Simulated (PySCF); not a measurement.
## ZnSn at B3LYP

Computed with B3LYP; Zn def2-SVP, Sn def2-SVP with ECP28; scalar-relativistic core potentials (PySCF 2.14).

- state: ³Σ⁻ (triplet), unpaired electrons π ↑↑
- bond length: 2.678 Å
- harmonic wavenumber: 144 cm⁻¹
- force constant: 0.512 mdyn/Å
- rotational constant Be: 0.05637 cm⁻¹
- anharmonicity ωexe: 0.990 cm⁻¹
- vibration–rotation constant αe: 0.000419 cm⁻¹
- well depth De to Zn + Sn: 0.60 eV
- dissociation energy D0: 0.59 eV
- bond order (Mayer): 0.84
- dipole moment (positive dipole means Zn(−)Sn(+)): -2.46 D

Spin–orbit coupling is left out, which matters for elements this heavy, above all for dissociation energies. The state is the lowest determinant that a PBE0 search found; another state may lie lower at other levels.
